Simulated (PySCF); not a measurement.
ZrF3Cl, SMILES [F][Zr]([F])([F])[Cl], multiplicity 1. Heavy atoms are numbered as in [Zr:1]([F:2])([F:3])([F:4])[Cl:5].

Geometry: r2SCAN-D4/def2-SVP. The spin state was assumed, not searched. The def2 effective core potentials stand for the cores of Zr; spin–orbit coupling is left out.

Calculation: PBE/def2-TZVP in PySCF.

Atomic charges (e), one atom of each kind:

```csv
atom,Mulliken,Löwdin
Zr1,1.53,[?]
F2,-0.39,[?]
Cl5,-0.35,[?]
```

Task: What belongs in the gaps? (An estimate is asked for; the answer gives what the named calculation found.)

Result: 
- Zr1, Löwdin: 0.49
- F2, Löwdin: -0.19
- Cl5, Löwdin: 0.09
